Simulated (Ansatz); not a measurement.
ZrF2I2, SMILES [F][Zr]([F])([I])[I], multiplicity 1.

Coordinates come from a B3LYP-D3(BJ)/def2-SVP optimisation. The spin state was assumed, not searched. The structure was generated by enumeration; whether it is a known compound was not checked. The def2 effective core potentials stand for the cores of I, Zr; spin–orbit coupling is left out.

Two levels are set side by side: PBE/def2-SVPD (Ansatz, a first-principles code) and CAM-B3LYP/def2-SVPD (Ansatz). Energy differences of separate SCF runs at the same geometry; the states with an electron removed or added have multiplicity 2 and 2. Differences are taken from unrounded values.

```json
[
 {"quantity": "vertical ionisation energy (eV)", "CAM-B3LYP": "10.12", "PBE": "9.59", "PBE minus CAM-B3LYP": "-0.53"},
 {"quantity": "vertical electron affinity (eV)", "CAM-B3LYP": "1.37", "PBE": "0.95", "PBE minus CAM-B3LYP": "-0.42"},
 {"quantity": "vertical singlet–triplet gap (eV)", "CAM-B3LYP": "3.93", "PBE": "3.75", "PBE minus CAM-B3LYP": "-0.18"}
]
```
